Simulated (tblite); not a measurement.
C7H11O (doublet state).
Structure used (GFN2-xTB), in Å, numbered top down from 1:
```xyz
19
C7H11O angstrom
C     -3.101    0.456    0.773
C     -2.127   -0.375    0.585
C     -1.130   -1.184    0.390
C     -0.060   -1.005   -0.676
O      0.968   -1.825   -0.576
C      0.371    0.498   -0.812
C      1.100    0.925    0.459
C      2.353    0.097    0.672
H     -3.015    1.287    1.455
H     -4.050    0.344    0.273
H     -1.010   -2.072    0.996
H     -0.563   -1.203   -1.654
H     -0.517    1.107   -0.981
H      1.042    0.582   -1.668
H      0.427    0.818    1.312
H      1.359    1.984    0.361
H      3.159    0.411    0.014
H      2.692    0.113    1.703
H      2.094   -0.948    0.398
```

Computed geometry: GFN2-xTB, gas phase. This method treats the open shell by occupation alone, without spin polarisation.

Masses are those of the commonest isotopes; rigid-rotor values at the optimised geometry. The values belong to one conformer with, in the numbering `[CH2:1]=[C:2]=[CH:3][C@H:4]([O:5])[CH2:6][CH2:7][CH3:8]`, C2–C3–C4–O5 170°, C3–C4–C6–C7 68°, C4–C6–C7–C8 61°.

(1) Give the principal moments of inertia and the rotational constants in cm⁻¹.

(2) What kind of rotor is it?

(3) Is it planar, by Δ = Ic − Ia − Ib?

(4) List the rotational levels J(Ka,Kc) to J = 4 (K).

Answers

(1) Ia = 153.25, Ib = 377.05, Ic = 451.88 u·Å²; 505379 MHz·u·Å²/I gives 3298, 1340 and 1118 MHz, that is A = 0.11000, B = 0.04471, C = 0.03731 cm⁻¹.

(2) An asymmetric top; Ray's κ = -0.796.

(3) Not planar: Δ = Ic − Ia − Ib = -78.42 u·Å². For a rigid frame Δ = −2 Σ m c², so Σ m c² = 39.21 u·Å² lies off the ab plane: 13.93 from hydrogen and 25.28 from heavier atoms. The atom farthest from that plane is 1.83 Å away.

(4) Above 0(0,0), as E/k:
J = 1: 1(0,1) 0.118, 1(1,1) 0.212, 1(1,0) 0.223
J = 2: 2(0,2) 0.353, 2(1,2) 0.437, 2(1,1) 0.469, 2(2,1) 0.751, 2(2,0) 0.752
J = 3: 3(0,3) 0.704, 3(1,3) 0.775, 3(1,2) 0.839, 3(2,2) 1.105, 3(2,1) 1.109, 3(3,1) 1.602, 3(3,0) 1.602
J = 4: 4(0,4) 1.168, 4(1,4) 1.224, 4(1,3) 1.330, 4(2,3) 1.576, 4(2,2) 1.589, 4(3,2) 2.075, 4(3,1) 2.076, 4(4,1) 2.769, 4(4,0) 2.769

For this open shell read J as N, the rotation without spin; fine and hyperfine splittings come on top. Its GFN2-xTB frequencies are all real (lowest 28 cm⁻¹). These are rigid-rotor constants of the computed structure; measured ground-state constants (B0) also hold zero-point vibration.
